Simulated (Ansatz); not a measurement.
**An input for GeH2**

The species is GeH2 (3 atoms), meant as a singlet with charge 0.

```xyz
3

Ge   -0.0562    1.1620   -1.2001
H     0.4451    1.6509    0.2980
H     1.2845    0.2180   -1.2036
```

Settings wanted:

| Setting | Value |
| --- | --- |
| basis set | def2-TZVPD |
| core potential | none |
| integral approximation | automatic |
| task | energy |
| method | DFT |
| functional | SVWN5 |
| dispersion | none |
| reference | RKS |
| accuracy | medium |

Question: Write the Ansatz 0.2.0 input and the command.

Answer: One that was run (others would do as well):

run.yaml:
```yaml
crystal:
  periodic: [false, false, false]
  atoms:
    - {symbol: Ge, position_ang: [-0.056210, 1.161950, -1.200050]}
    - {symbol: H, position_ang: [0.445150, 1.650900, 0.298040]}
    - {symbol: H, position_ang: [1.284480, 0.218010, -1.203590]}
basis:
  gaussian: {orbitals: def2-TZVPD}
hamiltonian: {xc: {name: SVWN5}}
```

```bash
$ ansatz run run.yaml --threads 1 --pin off --max-ram 2610MiB --events-out events.jsonl --progress --plain --runs-dir runs
```

Calculated total energy: -2074.96568 Eh.
